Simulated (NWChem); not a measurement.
BGeH₅O₂; SMILES O[B](O)[GeH3]

```xyz
9

B     -0.0003    -1.0693     0.0009
Ge     0.0001     1.0242    -0.0021
H     -0.0367     1.5911    -1.4381
H     -1.2280     1.6044     0.7335
H      1.2644     1.6031     0.6707
O      1.1494    -1.7879    -0.0055
H      1.9433    -1.2483     0.0100
O     -1.1496    -1.7885    -0.0056
H     -1.9442    -1.2499     0.0098
```
Atoms are numbered in this order, from 1.

Level: PBE0/def2-SVP (NWChem), optimised geometry, unscaled harmonic frequencies. 

```
frequency (cm⁻¹)  IR intensity (km/mol)
----------------  ---------------------
22                                  0.2
184                                15.3
296                                 1.6
336                                44.8
484                                 2.8
506                                14.0
551                               136.0
577                                 2.4
600                                19.5
821                               161.2
889                                36.4
893                                30.9
985                               286.1
1005                               54.7
1278                              387.6
1457                              188.1
2131                               83.6
2134                              146.5
2135                              101.7
3949                              190.2
3951                                6.0
```

```yaml
zero_point_energy: 36.0 kcal/mol
thermal correction to the enthalpy at 298.15 K (with zero-point energy): 40.6 kcal/mol
heat capacity Cv: 21.5 cal/(mol K)
entropy at 298.15 K and 1 atm (symmetry number 1): 81.6 cal/(mol K)
dipole_moment: 1.22 D
```

Rigid rotor and harmonic oscillator; modes under 100 cm⁻¹ make the entropy uncertain.
